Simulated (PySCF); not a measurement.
PySCF 2.14 output of an unrestricted B3LYP calculation on a single atom or ion in aug-cc-pwCVTZ-DK with one added diffuse shell each of s, p, d, f, g type (11s10p8d5f4g, 152 functions), with the spin-free X2C one-electron Hamiltonian (Gaussian nucleus):

```
SCF conv_tol = 1e-09
number electrons alpha = 12  beta = 9
    P. J. Stephens, F. J. Devlin, C. F. Chabalowski, and M. J. Frisch.,  J. Phys. Chem. 98, 11623 (1994)
cycle= 1 E= -764.14081092764  delta_E= -0.0111  |g|= 0.0224  |ddm|= 0.821
cycle= 2 E= -764.140975016242  delta_E= -0.000164  |g|= 0.0146  |ddm|= 0.273
cycle= 3 E= -764.141040387851  delta_E= -6.54e-05  |g|= 0.00222  |ddm|= 0.0701
cycle= 4 E= -764.141052544506  delta_E= -1.22e-05  |g|= 0.00084  |ddm|= 0.0341
cycle= 5 E= -764.141060674105  delta_E= -8.13e-06  |g|= 0.000407  |ddm|= 0.0245
cycle= 6 E= -764.141063345333  delta_E= -2.67e-06  |g|= 7.63e-05  |ddm|= 0.0144
cycle= 7 E= -764.141063363899  delta_E= -1.86e-08  |g|= 1.06e-05  |ddm|= 0.00216
cycle= 8 E= -764.141063364009  delta_E= -1.1e-10  |g|= 9.69e-07  |ddm|= 0.000135
converged SCF energy = -764.141063364009  <S^2> = 3.7505264  2S+1 = 4.0002632
```

The run itself started from symmetry-adapted Hartree-Fock orbitals and held the occupation by maximum overlap, on a logarithmic radial grid, so the iterations belong to that start.

Problem. Which element, charge and spin multiplicity is this?

Solution. Sc (scandium, neutral), multiplicity 4; the state was [Ar] 3d1 4s1 4p1, one real determinant (an excited configuration).

⟨L²⟩ = 8.06 against 12 for a pure F term, so this real determinant mixes terms.
